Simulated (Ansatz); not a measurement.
Input for Ansatz (a program for electronic structure): R-wB97M-V/def2-TZVPP on FGeHO (SMILES [OH][Ge][F]), a point of a torsion scan.

Ansatz 0.2 input:
```yaml
crystal:
  periodic: [false, false, false]
  atoms:
    - {symbol: O, position_ang: [-0.85789434, 0.28236592, 0.21955491]}
    - {symbol: Ge, position_ang: [0.75714630, 0.70861454, -0.32512960]}
    - {symbol: F, position_ang: [0.88957165, 2.12134649, 0.80648506]}
    - {symbol: H, position_ang: [-1.44044562, -0.42044549, -0.05273488]}
basis:
  gaussian:
    orbitals: def2-TZVPP
hamiltonian:
  xc: {name: wB97M-V}
scf: {lower_state_search: off}
```

Problem. What total energy does the run end on?

Solution. -2252.6616 hartree.
